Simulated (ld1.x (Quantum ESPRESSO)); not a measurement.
# Si, TM: configuration errors across variants

Si, norm-conserving Troullier–Martins (Kleinman–Bylander form), made with ld1.x (Quantum ESPRESSO) 7.5 (revPBE, non-relativistic). Core [Ne], reference 3s2 3p2. Waves: 3p (bound): rc 1.60 bohr; 3d channel at 0.35 Ry: rc 1.70 bohr; 3s (bound): rc 1.25 bohr. Local part: the s channel. Core correction: Bessel-smoothed model core inside 1.10 bohr.

All-electron excitation energies from the reference (eV): (1) 3s2 3p1 7.733; (2) 3s2 3p0 23.712; (3) 3s1 3p0 57.520; (4) 3s1 3p2 15.087; (5) 3s1 3p3 6.744; (6) 3s2 3p1.5 2.917; (7) 3s2 3p2.3 -0.926.

4 further variants failed, have other tests or another functional or relativity, and are left out.

Errors AE − PS in meV (a dash: test not solved or not reliable):

```csv
change,(1),(2),(3),(4),(5),(6),(7),bound ghosts
base,+4.0,+22,+67,+9.4,-0.9,+0.7,+0.1,none
wave 3d channel at 0.35 Ry: rc 1.70 bohr becomes 3d channel at 2.77 Ry: rc 1.70 bohr,+4.0,+22,+67,+9.4,-0.9,+0.7,+0.1,none
wave 3p (bound): rc 1.60 bohr becomes 3p (bound): rc 1.74 bohr,+3.9,+23,+72,+8.0,-2.4,+0.7,+0.1,none
"all radii but the core radius scaled by about 1.05 (s 1.32, p 1.68, d 1.78 bohr)",+3.3,+18,+55,+7.3,-0.9,+0.6,+0.1,none
wave 3d channel at 0.35 Ry: rc 1.70 bohr becomes 3d channel at 0.35 Ry: rc 1.14 bohr,+4.0,+22,+67,+9.4,-0.9,+0.7,+0.1,none
core correction Bessel-smoothed model core inside 1.08 bohr,+4.0,+22,+66,+9.4,-0.9,+0.7,+0.1,none
wave 3s (bound): rc 1.25 bohr becomes 3s (bound): rc 1.32 bohr,+3.3,+18,+52,+7.9,-0.3,+0.6,+0.1,none
wave 3p (bound): rc 1.60 bohr becomes 3p (bound): rc 1.90 bohr,+3.9,+23,+77,+7.0,-3.3,+0.7,+0.1,none
```

Question: Give the same row for: all radii but the core radius scaled by about 1.16 (s 1.46, p 1.86, d 1.98 bohr).

Answer: +2.9, +17, +52, +5.4, -1.5, +0.5, +0.1; bound ghosts: none.
